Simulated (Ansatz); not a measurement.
Ga6P4F6. Charge 0, multiplicity 1. Geometry PBE-D4/def2-SVP; atoms count from 1.

```
atom    x (Å)    y (Å)    z (Å)
  P1  -0.3185  -0.6157   0.4702
  P2  -1.3222   1.4113   0.8472
  P3   1.1549   0.0100  -1.1335
  P4   1.0675  -1.3081   2.1323
 Ga5  -0.9297   0.5213  -3.0424
 Ga6   0.8999   2.0886   0.2528
 Ga7  -4.0127  -0.4860  -1.3599
 Ga8  -1.5153  -2.7332  -0.8169
 Ga9   1.7437   1.0279   2.3160
Ga10   2.5300  -1.1819   0.3114
 F11  -1.9936  -1.0982  -2.3518
 F12   1.3525   3.6247  -0.5302
 F13  -2.1090   1.1972  -0.7289
 F14  -3.3385  -1.9870  -0.2508
 F15   2.6388   1.3740   3.8134
 F16   4.1522  -1.8449   0.0709
```

Single mean-field runs in def2-TZVP are fitted with def2-universal-jkfit.

Estimate the Mulliken populations from the PBE0/def2-TZVP orbitals of Ansatz.


```
atom  charge (e)
  P1       -0.06
  P2        0.06
  P3       -0.41
  P4       -0.22
 Ga5        0.53
 Ga6        0.47
 Ga7        0.52
 Ga8        0.46
 Ga9        0.46
Ga10        0.61
 F11       -0.51
 F12       -0.39
 F13       -0.36
 F14       -0.42
 F15       -0.38
 F16       -0.37
```
Mulliken values depend strongly on the basis.

And the Mayer bond orders between heavy atoms (over 0.3)?

P1–P2 0.94 (2.29 Å); P1–P3 0.99 (2.27 Å); P1–P4 0.98 (2.27 Å); P1–Ga8 0.33 (2.75 Å); P2–Ga6 0.78 (2.40 Å); P2–F13 0.72 (1.77 Å); P3–Ga5 0.30 (2.87 Å); P3–Ga6 0.57 (2.51 Å); P3–Ga10 0.89 (2.32 Å); P4–Ga9 0.73 (2.44 Å); P4–Ga10 0.93 (2.34 Å); Ga5–F11 0.37 (2.06 Å); Ga6–Ga9 0.76 (2.47 Å); Ga6–F12 0.93 (1.78 Å); Ga7–F14 0.48 (1.98 Å); Ga8–F14 0.37 (2.05 Å); Ga9–F15 0.94 (1.78 Å); Ga10–F16 0.98 (1.77 Å).
